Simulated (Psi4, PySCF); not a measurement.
Psi4 was given this input:
```
memory 2 GB

molecule mol {
-1 1
  C     0.000000    0.198748   -0.787253
  Si    0.000000    0.198748    1.092916
  H     0.000000   -0.821014   -1.179150
  H    -0.883140    0.708629   -1.179150
  H     0.883140    0.708629   -1.179150
  H    -1.204844   -0.496869    1.615895
  H     1.204844   -0.496869    1.615895
}

set basis cc-pvdz
set reference rhf
set freeze_core true
set mp2_type conv
set scf_type pk
set puream true
set d_convergence 1e-8

energy('ccsd(t)')
print_variables()
```

### Question
Convert this to an input for PySCF.

### Answer
This is not unique; one that fits is 
```python
from pyscf import gto, scf, cc

mol = gto.Mole()
mol.atom = '''
    C     0.000000    0.198748   -0.787253
    Si    0.000000    0.198748    1.092916
    H     0.000000   -0.821014   -1.179150
    H    -0.883140    0.708629   -1.179150
    H     0.883140    0.708629   -1.179150
    H    -1.204844   -0.496869    1.615895
    H     1.204844   -0.496869    1.615895
'''
mol.basis = 'cc-pvdz'
mol.charge = -1
mol.spin = 0
mol.verbose = 4
mol.build()

mf = scf.RHF(mol)
mf.kernel()

mycc = cc.CCSD(mf, frozen=6)
mycc.kernel()
et = mycc.ccsd_t()
print('E(CCSD(T)) = %.10f' % (mycc.e_tot + et))
```

Both were run: Psi4 gave -329.951045 Eh and PySCF -329.951045 Eh, 0.000 mEh apart.
